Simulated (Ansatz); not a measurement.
Geometry optimisation, Ansatz, RKS LDA/def2-SVP.

input.yaml

```yaml
crystal:
  periodic: [false, false, false]
  atoms:
    - { symbol: Zr, position_ang: [0.185241, -0.071365, -0.033953] }
    - { symbol: Cl, position_ang: [0.31709, -0.053181, 2.448589] }
    - { symbol: O, position_ang: [1.874326, -0.461326, -0.783503] }
    - { symbol: H, position_ang: [2.790751, -0.556434, -1.088954] }
    - { symbol: F, position_ang: [-0.55651, 1.57005, -0.636628] }
    - { symbol: "N", position_ang: [-0.978257, -1.585244, -0.596334] }
    - { symbol: H, position_ang: [-1.991864, -1.56574, -0.389125] }
    - { symbol: H, position_ang: [-0.73198, -2.442907, -1.108168] }
    - { symbol: Br, position_ang: [-3.448643, -0.219948, 1.367188] }
    - { symbol: H, position_ang: [-2.230154, -0.226005, 2.260889] }
basis:
  gaussian: { orbitals: def2-SVP }
hamiltonian:
  xc: lda
relax:
  f_tol: 0.03
  max_steps: 50
```

Run as:

```bash
$ ansatz run input.yaml --threads 4 --pin off --max-ram 5120MiB --backend cpu --events-out ev --progress --plain --runs-dir out
```

Where does it end, and by what steps?

It converged. After 10 steps the energy has fallen by 0.274 eV; Br9 moved furthest, 0.73 Å. Joined: Zr1–Br9 (3.90 → 2.96 Å).

| step | energy less start (eV) | largest force component (eV/Å) | accepted |
| --- | --- | --- | --- |
| 0 | 0.0000 | 1.091 | yes |
| 1 | -0.1305 | 0.694 | yes |
| 2 | -0.1782 | 0.254 | yes |
| 3 | -0.2100 | 0.196 | yes |
| 4 | -0.2316 | 0.224 | yes |
| 5 | -0.2446 | 0.392 | yes |
| 6 | -0.2640 | 0.266 | yes |
| 7 | -0.1512 | 0.880 | no |
| 8 | -0.2733 | 0.130 | yes |
| 9 | -0.2740 | 0.053 | yes |
| 10 | -0.2742 | 0.012 | yes |

```xyz
10
Properties=species:S:1:pos:R:3
Zr -0.186 -0.106 0.056
Cl 0.184 -0.236 2.512
O 1.594 -0.392 -0.504
H 2.519 -0.398 -0.794
F -0.718 1.519 -0.782
N -1.056 -1.733 -0.726
H -2.074 -1.882 -0.714
H -0.594 -2.491 -1.242
Br -2.834 0.167 1.359
H -1.604 -0.061 2.275
```

Whether the end is a true minimum wasn't checked by a vibrational analysis.

Run time: 16 s on 4 threads of Arm Neoverse V2 (shared host), peak memory 0.24 GiB.
